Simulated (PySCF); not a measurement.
Structure elucidation problem

An unknown has the formula C$_{9}$H$_{10}$F$_{2}$. Its calculated NMR data are:

¹H NMR (500 MHz, computed): δ 7.68 (m, 2H), 7.63 (m, 1H), 7.62 (m, 2H), 3.18 (m, 2H), 1.30 (m, 3H).

¹³C{¹H} NMR (computed): δ 141.3, 136.2, 134.3, 133.0, 130.1, 49.8, 25.0.

Single conformer, no solvent model, non-relativistic, one averaged value for each set of equivalent atoms. σ from GIAO-PBE0/pcSseg-1; GFN2-xTB geometry; PySCF 2.14.0 with density-fitted response routines.

δ = σ(ref) − σ, references computed at the same level: ¹H and ¹³C against TMS.

**Question.** Propose a structure and justify it.

**Answer.** 
1. Rings plus π bonds: 4 (1 ring in the answer).
2. 7 carbon signals for 9 carbons: some carbons are equivalent by symmetry or fast rotation.
3. Carbon types of the structure: 2 × C, 5 × CH, 1 × CH2, 1 × CH3, which accounts for all hydrogens.
4. δC 141.3: substituted aromatic carbon.
5. δC 136.2, 134.3, 133.0: aromatic CH; the aromatic region.
6. δC 130.1: fully substituted sp3 carbon bonded to 2 F; 2 electronegative neighbours deshield it.
7. δC 49.8: sp3 CH2 on an aromatic ring; a saturated carbon with 2 carbon neighbours and no heteroatom attached.
8. δC 25.0: methyl carbon; aliphatic region, no heteroatom directly attached.
9. δH 7.68, 7.63, 7.62: hydrogen on an aromatic CH; aromatic region.
10. δH 3.18: hydrogen on an sp3 CH2 on an aromatic ring; benzylic-type position, deshielded by the ring.

Structure: SMILES CC(F)(F)Cc1ccccc1.

The data come from this structure; uniqueness wasn't tested.

Splittings by ¹⁹F in the carbon and heteronuclear signals aren't shown, as no couplings were computed. Shifts are as computed. Against solution values, carbons near 30 ppm lie about +3 ppm off and those near 130 ppm about +5 ppm. Of 1211 compounds with measured shifts, 218 miss one by over three times the rms of a fit or turn the order of signals round; such compounds aren't used in these exercises. No couplings were computed; multiplicities are counted from neighbouring protons, with m where these are inequivalent, close in shift, in a saturated or five-membered ring or joined by F or P, and br s for small geminal =CH2 splittings.
